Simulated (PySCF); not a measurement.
# Spinor energies of Ho⁴⁹⁺ (holmium, charge +49)

Start: [Ar]. Calculated with PySCF 2.14 in an uncontracted even-tempered set (18 s from 4.4 bohr⁻², ratio 2.6; 14 p from 5.7 bohr⁻², ratio 2.6; 5 d from 5.8 bohr⁻², ratio 2.8; 3 f from 93 bohr⁻², ratio 2.8): generalised Hartree-Fock with the X2C-1e Hamiltonian and a Gaussian nucleus; spin-orbit coupling (SO) screened by Boettger's factors.

| spinor shell | electrons | ε, screened SO (eV) | weight of nominal j (screened SO) | rms radius, screened SO (bohr) |
| --- | --- | --- | --- | --- |
| 1s1/2 | 2 | -59158.9 | 1.000 | 0.0236 |
| 2s1/2 | 2 | -12642.0 | 1.000 | 0.0942 |
| 2p1/2 | 2 | -12194.0 | 1.000 | 0.0803 |
| 2p3/2 | 4 | -11317.1 | 1.000 | 0.0867 |
| 3s1/2 | 2 | -4876.3 | 1.000 | 0.228 |
| 3p1/2 | 2 | -4692.1 | 1.000 | 0.218 |
| 3p3/2 | 4 | -4471.7 | 1.000 | 0.229 |

```csv
quantity,screened SO
E (hartree),-10362.25583
M_J,0
⟨J²⟩,0.000
⟨L²⟩,0.035
⟨S²⟩,0.035
```

Breit and QED terms are absent; they matter most for the inner s and p1/2 levels.

Densities and radii are taken from the X2C orbitals without a picture-change correction, which distorts them close to the nucleus.
